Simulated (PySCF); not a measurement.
Working out the excitation energy of Ne²⁺

Ne²⁺ [He] 2s2 2p4 (3P) → Ne²⁺ [He] 2s1 2p5 (3P). Computed with PySCF 2.14 in dyall-av2z, with no relativity, point nucleus. Frozen: 1s2; the 8 highest virtual orbitals dropped. Energies in hartree (1 hartree = 27.21139 eV):

```tsv
part	Ne²⁺ (lower)	Ne²⁺ (upper)
UHF	-126.373999	-125.400928
MP2 opposite-spin	-0.092921	-0.123706
MP2 same-spin	-0.031175	-0.034756
```

Question: What does Hartree-Fock give?

Answer: (-125.400928) − (-126.373999) = 0.973071 hartree = 26.479 eV.

Question: What do MP2 and SCS-MP2 (6/5 opposite-spin, 1/3 same-spin) give?

Answer: The opposite-spin parts differ by -0.838 eV and the same-spin parts by -0.097 eV. MP2: 26.479 + (-0.838) + (-0.097) = 25.544 eV. SCS-MP2: 26.479 + 1.2 × (-0.838) + (-0.097)/3 = 25.441 eV.

A double-zeta basis recovers only part of the correlation energy.
